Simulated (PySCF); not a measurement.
Cl₄Te, SMILES Cl[Te+](Cl)(Cl)Cl, charge +1, multiplicity 2. Atoms are numbered in the order given.

```xyz
5

Te     0.0000     0.0000     0.0000
Cl     1.3736    -1.3736     1.3736
Cl    -1.3736    -1.3736    -1.3736
Cl    -1.3736     1.3736     1.3736
Cl     1.3736     1.3736    -1.3736
```
Charge +1, spin multiplicity 2.

Geometry: PBE-D3(BJ)/def2-SVP. The def2 effective core potentials stand for the cores of Te; spin–orbit coupling is left out.

Method: PBE-D3(BJ)/def2-SVP run with PySCF.

Frequencies are harmonic and unscaled.

Modes within 1.5 cm⁻¹ of each other (mostly degenerate sets) share a row, with their intensities summed.

Computed harmonic wavenumbers and intensities:
| mode | ν (cm⁻¹) | IR (km/mol) | moving atoms (share of kinetic energy) |
|---|---|---|---|
| 1–3 | 46 | 0.2 | Cl 81 %, Te 19 % |
| 4–5 | 76 | 0.0 | Cl 100 % |
| 6 | 328 | 0.0 | Cl 100 % |
| 7–9 | 340 | 128.5 | Cl 67 %, Te 33 % |
